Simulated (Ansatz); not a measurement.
System: CH2I, charge 0, multiplicity 2. It need not be the lowest isomer of its formula. SMILES: [CH2]I
Geometry: optimised at B3LYP-D3(BJ)/def2-TZVP (Ansatz, a program for electronic structure).

Wanted: vertical electron affinity (to the singlet state of charge -1; a negative value means that the extra electron is unbound and the number depends on the basis; each state is the SCF solution reached for its spin), in eV. Valence correlation only, unless marked. Open shells are spin-unrestricted. No spin-orbit coupling. The frozen core is the preceding noble-gas configuration, with the filled d and f shells of earlier blocks. In def2 rows, elements after Kr have scalar-relativistic effective core potentials. Anions need diffuse functions: def2-D sets add few. Basis-set limits of correlation are two-point, X^-3; Hartree-Fock from the larger set. [CCSD(T)-MP2]/basis is that difference in the basis named.

```
level                                                          program  vertical electron affinity (eV)
-------------------------------------------------------------  -------  -------------------------------
r2SCAN/def2-TZVPD                                               Ansatz                             0.19
CAM-B3LYP/def2-TZVPD                                            Ansatz                             0.38
B2PLYP/def2-TZVPD                                               Ansatz                             0.33
SCS-MP2/def2-QZVPPD                                             Ansatz                             0.54
CCSD/def2-SVPD                                                  Ansatz                             0.02
RI-MP2/CBS(def2-TZVPPD,def2-QZVPPD)+[CCSD(T)-MP2]/def2-TZVPPD   Ansatz                             0.51
CCSD(T)/CBS(def2-TZVPPD,def2-QZVPPD)                            Ansatz                             0.50
```
